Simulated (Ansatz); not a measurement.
System: C₃H₈FGe, net charge 0, doublet state. It need not be the lowest isomer of its formula. 
Geometry from a B3LYP-D3(BJ)/def2-TZVP (Ansatz, a first-principles code) optimisation:
SMILES: [CH3][Ge]([CH2])([CH3])[F]
```xyz
13

C      0.9240     1.5771    -0.7110
Ge     0.0111     0.0217    -0.0286
C     -1.9137     0.0905    -0.3420
C      0.8728    -1.6449    -0.5654
F      0.1862     0.0728     1.7347
H      0.4204     2.5258    -0.8546
H      1.9843     1.5723    -0.9345
H     -2.3216     1.0195     0.0554
H     -2.1281     0.0403    -1.4101
H     -2.4011    -0.7475     0.1554
H      1.9260    -1.6247    -0.2867
H      0.3942    -2.4873    -0.0670
H      0.7969    -1.7832    -1.6445
```
Charge 0, spin multiplicity 2.

Total electronic energies in hartree. Cores are frozen in the correlated levels unless marked. UHF or UKS for open shells. No spin-orbit coupling. The frozen core is the preceding noble-gas configuration, with the filled d and f shells of earlier blocks. No relativistic terms. CBS(X,Y): correlation extrapolated as X^-3; Hartree-Fock from the larger set.

| level | program | energy (Eh) |
|---|---|---|
| HF/cc-pVQZ | Ansatz | -2293.23054 |
| BLYP-D4/def2-TZVPD | Ansatz + dftd4 | -2296.06342 |
| B3LYP/def2-TZVPD | Ansatz | -2296.12653 |
| BHLYP/def2-TZVPD | Ansatz | -2295.94078 |
| LC-wPBE-D3(BJ)/def2-TZVPD | Ansatz + dftd3 | -2295.68645 |
| PBE-QIDH/def2-TZVPD | Ansatz | -2295.15642 |
| MP2/cc-pVTZ | Ansatz | -2294.07923 |
| SCS-MP2/6-31G* | Ansatz | -2293.40810 |
| CCSD(T)/CBS(cc-pVTZ,cc-pVQZ) | Ansatz | -2294.2836 |

Totals of different functionals don't rank their quality; only differences between species are comparable.
